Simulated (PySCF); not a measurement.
H₆Ge₂Zn, SMILES [GeH3][Zn][GeH3], singlet, CAM-B3LYP/def2-SVP optimised geometry.

```
9

Zn    -1.48    -1.97    -1.85
Ge    -0.56    -0.74     0.00
H      0.99    -0.74     0.00
H     -0.99     0.74     0.00
H     -0.99    -1.31     1.37
Ge    -2.41    -3.22    -3.69
H     -1.33    -3.90    -4.55
H     -3.36    -4.34    -3.23
H     -3.22    -2.33    -4.66
```

Density from CAM-B3LYP/def2-TZVP run with PySCF at that geometry.

Minimum of the electron density along straight lines between bonded atoms, close to the bond critical point (lines longer than 1.1 times the sum of covalent radii, or with two minima, are not listed):

| bond | length / Å | ρ at the minimum / e bohr⁻³ | ∇²ρ there / e bohr⁻⁵ | position (fraction from the first atom) |
|---|---|---|---|---|
| Zn1–Ge2 | 2.409 | 0.073 | 0.01 | 0.46 |
| Ge2–H3 | 1.542 | 0.130 | 0.07 | 0.59 |
| Ge2–H4 | 1.542 | 0.130 | 0.07 | 0.59 |
| Ge2–H5 | 1.542 | 0.130 | 0.07 | 0.59 |
| Zn1–Ge6 | 2.409 | 0.073 | 0.01 | 0.46 |
| Ge6–H7 | 1.542 | 0.130 | 0.07 | 0.59 |
| Ge6–H8 | 1.542 | 0.130 | 0.07 | 0.59 |
| Ge6–H9 | 1.542 | 0.130 | 0.07 | 0.59 |
